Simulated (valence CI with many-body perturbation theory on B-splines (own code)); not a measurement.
Values are calculated unless marked as measured or tabulated.
# From CI to CI+MBPT in Ti XVIII

Level of theory: configuration interaction combined with many-body perturbation theory (CI+MBPT): three valence electrons over a frozen Dirac-Fock core [He], radial functions for each j: 11 s, 11 p, 9 d, 7 f, 5 g, 2 h, 1 i, with the one-electron correlation potential Σ1, the two-electron term Σ2, the three-electron term Σ3, Breit, model QED; selected CI, second order for the rest (own B-spline code, finite nucleus).

No measured spectrum was set against this ion. As an estimate, levels of excited configurations hold to 0.05 to 0.15 % of their energy, terms of the ground configuration to about 0.5 %.

Each rung adds one term. CI alone is the Dirac-Coulomb CI over the frozen core; QED comes last and gives the full result, which names the levels. Energies are above 2s2.2p 2P°_1/2 on the same rung, in eV.

Names give the largest LS component (configuration and term), which can be under half, so a name can repeat, a term be missing and a line seem to break the LS rules; names also repeat where a configuration has a term twice. Letters in brackets count levels of one name in rising energy.

| Level | CI alone | Σ1 | Σ2 | Σ3 | Breit | QED | Full |
| --- | --- | --- | --- | --- | --- | --- | --- |
| 2s2.2p 2P°_3/2 | 7.23 | +0.011 | 0.000 | 0.000 | -0.278 | +0.016 | 6.98 |
| 2s.2p2 4P_1/2 | 38.62 | -0.158 | -0.019 | +0.012 | +0.154 | -0.230 | 38.38 |
| 2s.2p2 4P_3/2 | 41.64 | -0.152 | -0.020 | +0.012 | +0.028 | -0.221 | 41.29 |
| 2s.2p2 4P_5/2 | 45.33 | -0.146 | -0.020 | +0.011 | -0.276 | -0.213 | 44.69 |
| 2s.2p2 2D_3/2 | 69.51 | -0.147 | -0.077 | -0.024 | -0.102 | -0.221 | 68.93 |
| 2s.2p2 2D_5/2 | 70.33 | -0.144 | -0.073 | -0.023 | -0.209 | -0.217 | 69.67 |
| 2s.2p2 2S_1/2 | 83.96 | -0.152 | -0.149 | -0.047 | +0.191 | -0.232 | 83.57 |
| 2s.2p2 2P_1/2 | 91.67 | -0.141 | -0.178 | -0.047 | -0.070 | -0.216 | 91.01 |
| 2s.2p2 2P_3/2 | 93.60 | -0.144 | -0.307 | -0.045 | -0.216 | -0.218 | 92.67 |
| 2p3 4S°_3/2 | 120.37 | -0.313 | -0.316 | -0.032 | +0.046 | -0.462 | 119.30 |
| 2p3 2D°_3/2 | 134.68 | -0.310 | -0.247 | -0.032 | +0.154 | -0.464 | 133.78 |
| 2p3 2D°_5/2 | 136.24 | -0.306 | -0.245 | -0.032 | -0.161 | -0.458 | 135.04 |
| 2p3 2P°_1/2 | 150.82 | -0.296 | -0.238 | -0.040 | +0.121 | -0.448 | 149.92 |
| 2p3 2P°_3/2 | 153.35 | -0.290 | -0.240 | -0.039 | -0.095 | -0.438 | 152.25 |
| 2s2.3s 2S_1/2 | 683.73 | +0.271 | -0.047 | -0.032 | -0.495 | +0.084 | 683.51 |
| 2s2.3p 2P°_1/2 | 701.84 | +0.234 | -0.049 | -0.032 | -0.408 | +0.010 | 701.59 |
| 2s2.3p 2P°_3/2 | 703.86 | +0.237 | -0.050 | -0.032 | -0.496 | +0.015 | 703.53 |
| 2s.2p.3s 4P°_1/2 | 720.38 | +0.109 | -0.038 | -0.032 | -0.207 | -0.154 | 720.06 |
| 2s2.3d 2D_3/2 | 720.58 | +0.278 | -0.057 | -0.031 | -0.561 | +0.019 | 720.23 |
| 2s2.3d 2D_5/2 | 721.16 | +0.279 | -0.057 | -0.031 | -0.577 | +0.021 | 720.80 |
| 2s.2p.3s 4P°_3/2 | 722.51 | +0.112 | -0.041 | -0.032 | -0.347 | -0.150 | 722.05 |
| 2s.2p.3s 4P°_5/2 | 727.32 | +0.120 | -0.038 | -0.032 | -0.566 | -0.138 | 726.66 |
| 2s.2p.3s 2P°_1/2 [a] | 729.94 | +0.114 | -0.047 | -0.032 | -0.281 | -0.149 | 729.54 |
| 2s.2p.3s 2P°_3/2 [a] | 735.09 | +0.123 | -0.055 | -0.032 | -0.523 | -0.136 | 734.46 |
| 2s.2p.3p 4D_1/2 | 736.41 | +0.074 | -0.049 | -0.032 | -0.109 | -0.225 | 736.07 |
| 2s.2p.3p 4D_3/2 | 738.29 | +0.077 | -0.050 | -0.032 | -0.243 | -0.221 | 737.82 |
| 2s.2p.3p 2P_1/2 [a] | 741.14 | +0.078 | -0.055 | -0.032 | -0.355 | -0.218 | 740.56 |
| 2s.2p.3p 2P_3/2 [a] | 741.12 | +0.078 | -0.054 | -0.032 | -0.275 | -0.218 | 740.62 |
| 2s.2p.3p 4D_5/2 | 741.52 | +0.082 | -0.049 | -0.032 | -0.373 | -0.213 | 740.94 |
| 2s.2p.3p 4S_3/2 | 745.43 | +0.082 | -0.056 | -0.032 | -0.384 | -0.212 | 744.83 |
| 2s.2p.3p 4P_1/2 | 745.30 | +0.079 | -0.068 | -0.032 | -0.225 | -0.218 | 744.84 |

The middle columns are the shifts that each term adds.

**Question.** How does the ionisation energy move along the ladder, and which term matters most?

**Answer.** CI alone 1220.8, + Σ1 1221.1, + Σ2 1221.0, + Σ3 1221.0, + Breit 1220.4, + QED 1220.4 eV. The largest step is Breit, -0.6 eV. NIST lists 1220.3 ± 0.5 eV (semi-empirical).
